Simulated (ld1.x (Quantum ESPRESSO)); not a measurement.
Gd (Z = 64), PAW: configuration errors across variants

ld1.x (Quantum ESPRESSO) 7.5 input, shortened:

```
&input
   title='Gd', zed=64., rel=1, dft='PBE', iswitch=3,
   config='[Xe] 4f7 5d1 6s0 6p0'
 /
 &inputp
   pseudotype=3, lpaw=.true., tm=.true., lloc=-1, rcloc=1.25,
   nlcc=.true., new_core_ps=.true.,
   which_augfun='PSQ', rmatch_augfun_nc=.true.
 /
8
5S  1  0   2.00   0.00  1.70  1.90  0.0
6S  2  0   0.00   0.00  1.70  1.90  0.0
5P  2  1   6.00   0.00  2.80  3.00  0.0
6P  3  1   0.00   0.00  2.80  3.00  0.0
5D  3  2   1.00   0.00  2.60  2.95  0.0
5D  3  2   0.00  -0.55  2.60  2.95  0.0
4F  4  3   7.00   0.00  1.30  1.45  0.0
4F  4  3   0.00   0.15  1.30  1.45  0.0
 &test
   configts(1)='4f7 5s2 5p6 5d1 6s0 6p0'
 /
```

All-electron excitation energies from the reference (eV): (1) 4f7 5s2 5p6 5d1 6s2 6p0 -18.745; (2) 4f7 5s2 5p6 5d1 6s1 6p0 -12.100; (3) 4f7 5s2 5p6 5d0 6s0 6p0 19.835; (4) 4f7 5s2 5p6 5d1 6s1.5 6p0 -16.067.

The default core radius of the base comes out at 0.83 bohr.

The overlap operator is not positive definite (basis up to 400 Ry) in “all radii but the core radius scaled by about 1.25 (s 2.38, p 3.76, d 3.68, f 1.82 bohr, rcut 2.12/3.50/3.26/1.62); local potential all-electron potential smoothed inside 1.56 bohr (lloc = -1)”. Such files are unfit for use, however small their errors in these radial tests.

Tests that are not counted but printed errors over 1 eV. “local potential all-electron potential smoothed inside 1.15 bohr (lloc = -2)”: 4f6 5s2 5p6 5d2 6s2 6p0 (solver errors, printed error -49.0 eV); 4f7 5s1 5p6 5d1 6s2 6p0 (solver errors, printed error -4.5 eV).

4 further variants failed, have other tests or another functional or relativity, and are left out.

A true bound ghost makes a file unfit for plane-wave use even where its test errors are small: the radial tests pick states by their node count and pass the ghost by. Where a test does run into it, the solver fails or the error is huge.

Errors AE − PS in meV (a dash: test not solved or not reliable):

```csv
change,(1),(2),(3),(4),bound ghosts
base,+4.9,+3.0,-7.3,+4.1,"s, d"
"all radii but the core radius scaled by about 1.25 (s 2.38, p 3.76, d 3.68, f 1.82 bohr, rcut 2.12/3.50/3.26/1.62); local potential all-electron potential smoothed inside 1.56 bohr (lloc = -1)",–,–,–,–,not determined (overlap not positive)
"wave 5d channel at -0.55 Ry: rcut 2.60, rcutus 2.95 bohr becomes 5d channel at -1 Ry: rcut 2.60, rcutus 2.95 bohr",–,–,–,–,s
"waves 5p (bound): rcut 2.80, rcutus 4.46 bohr; 6p (bound): rcut 2.80, rcutus 4.46 bohr",+3.3,+2.2,-24,+2.9,"s, p, d"
"waves 4f (bound): rcut 0.90, rcutus 0.96 bohr; 4f channel at 0.15 Ry: rcut 0.90, rcutus 0.96 bohr",+5.1,+3.0,–,+4.3,"s, d"
local potential all-electron potential smoothed inside 1.15 bohr (lloc = -2),+7.9,+4.4,-4.3,+6.4,d
"core correction a·sin(br)/r model core, default radius (ld1.x builds one for every PAW set, though the input has nlcc=.false.)",+4.9,+3.1,-6.9,+4.2,"s, d"
```

Problem. Give the same row for: local potential all-electron potential smoothed inside 1.70 bohr (lloc = -1).

Solution. +5.9, +3.4, -4.0, +4.8; bound ghosts: d.
